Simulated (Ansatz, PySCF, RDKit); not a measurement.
Noncovalent pair: N2 (SMILES N#N) (first 2 atoms) with PH3 (SMILES P); geometry from B3LYP-D3(BJ)/def2-TZVP.
(charge 0, multiplicity 1):
```xyz
6

N     -0.474     0.529    -0.259
N      0.544     0.139    -0.295
P      0.183    -0.219     3.730
H     -0.803    -0.836     2.917
H     -0.023     1.060     3.152
H      1.238    -0.543     2.839
```

Monomers are frozen at their geometry in the pair; levels with a basis set take the counterpoise correction. Rows marked so take none.

Rows in 3-21G, 6-31G*, STO-3G carry no dispersion term and start afresh at each structure (6-31G* with six Cartesian d functions).

The values were computed with Ansatz (a program for electronic structure) with Gaussian orbitals; PySCF for 3-21G rows, 6-31G* rows, M06-2X, STO-3G rows, the dispersion terms; RDKit for the force fields. 

```json
[
 {"level": "MMFF94", "interaction energy (meV)": "-10.4"},
 {"level": "HF/STO-3G (no counterpoise)", "interaction energy (meV)": "7.6"},
 {"level": "PBE-D4/def2-TZVPPD", "interaction energy (meV)": "-20.4"},
 {"level": "BLYP/def2-TZVPPD", "interaction energy (meV)": "32.6"},
 {"level": "B3LYP/3-21G (no counterpoise)", "interaction energy (meV)": "-2.9"},
 {"level": "B3LYP/6-31G*", "interaction energy (meV)": "22.4"},
 {"level": "BHLYP-D4/def2-TZVPPD", "interaction energy (meV)": "-12.6"},
 {"level": "M06-2X/def2-TZVPPD", "interaction energy (meV)": "[?]"},
 {"level": "CAM-B3LYP-D3(BJ)/def2-TZVPPD", "interaction energy (meV)": "-20.7"}
]
```

What belongs in the gaps?


- M06-2X/def2-TZVPPD, interaction energy (meV): -13.1
